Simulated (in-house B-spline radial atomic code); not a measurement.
Relativistic effects in Fe²¹⁺, [He] 2s2 2p1: non-relativistic Hartree-Fock (point nucleus) against Dirac-Hartree-Fock (Fermi nucleus of rms radius 3.7377 fm), both averages of the configuration, computed with a B-spline radial code for spherical atoms.

```tsv
orbital	ε NR (Eh)	ε Dirac (Eh)	<r> NR (bohr)	<r> Dirac (bohr)	change of <r> (%)
1s1/2	-306.66	-309.35	0.05869	0.05799	-1.2
2s1/2	-67.196	?	0.2482	?	?
2p1/2	-65.588	?	0.2114	?	?
2p3/2	-65.588	-65.661	0.2114	0.2109	-0.3
```

**Question.** What happens to 2p1/2?

**Answer.** Its energy goes to -66.23 hartree and <r> to 0.2085 bohr (-1.37 %).

**Question.** What happens to 2s1/2?

**Answer.** Its energy goes to -67.923 hartree and <r> to 0.2452 bohr (-1.22 %).

**Question.** What explains the pattern of contraction and expansion?

**Answer.** The s and p1/2 orbitals contract directly, as their density near the nucleus moves at relativistic speed. Nothing expands appreciably in this ion.

**Question.** By how much does the total energy change?

**Answer.** By -7.8087 hartree, from -870.528 to -878.337.
